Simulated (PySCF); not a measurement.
GaHO, neutral, multiplicity 1. Atoms are numbered in the order given.

```xyz
3

Ga     0.0000     0.0000    -0.4290
O      0.0000     0.0000     1.3703
H      0.0000     0.0000     2.3354
```

The structure is a stationary point at PBE-D3(BJ)/def2-TZVP. The geometry has at least one imaginary mode, so it is a saddle point at that level.

The numbers are results of PySCF with CAM-B3LYP/def2-TZVPD, not measurements.

ESP charges are fitted to the potential on shells at 1.4 to 2.0 van der Waals radii. Atomic charges (e):

```csv
atom,ESP fit,meta-Löwdin
Ga1,0.21,?
O2,-0.51,?
H3,0.30,?
```

Q: Complete the blanks. (The exact figures need the calculation; the answer reports its results.)

A: 
- Ga1, meta-Löwdin: 0.41
- O2, meta-Löwdin: -0.74
- H3, meta-Löwdin: 0.34
